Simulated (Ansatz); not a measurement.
`O[CH2][SnH2][Cl]` and `[CH3][SnH2][Cl]` differ in one atom or group.

Ansatz, PBE0-D4/def2-TZVP geometries, multiplicity 1. Each molecule was computed in one conformer, which needn't be the lowest.

Elements past krypton have def2 core potentials.

| property | `O[CH2][SnH2][Cl]` |
| --- | --- |
| size of the dipole moment (PBE/def2-TZVPP) / D | 3.36 |
| HOMO–LUMO gap (ωB97M-V/def2-TZVPP) / eV | 11.36 |
| HOMO–LUMO gap (PBE/def2-TZVPP) / eV | 5.31 |
| size of the dipole moment (ωB97M-V/def2-TZVPP) / D | 3.43 |
| LUMO energy (PBE/def2-TZVPP) / eV | -1.33 |
| HOMO–LUMO gap (B3LYP/def2-TZVPP) / eV | 7.04 |

(1) What does the change do to each property? (An estimate is asked.)

Results:

(1) Computed: 
| property | `[CH3][SnH2][Cl]` | shift |
| --- | --- | --- |
| size of the dipole moment (PBE/def2-TZVPP) / D | 2.84 | -0.52 |
| HOMO–LUMO gap (ωB97M-V/def2-TZVPP) / eV | 11.65 | 0.29 |
| HOMO–LUMO gap (PBE/def2-TZVPP) / eV | 5.67 | 0.36 |
| size of the dipole moment (ωB97M-V/def2-TZVPP) / D | 2.95 | -0.48 |
| LUMO energy (PBE/def2-TZVPP) / eV | -1.32 | 0.01 |
| HOMO–LUMO gap (B3LYP/def2-TZVPP) / eV | 7.31 | 0.27 |

Dipoles are sizes alone; their direction can turn.

B3LYP here is the variant with VWN-RPA as its local correlation; programs differ in this.
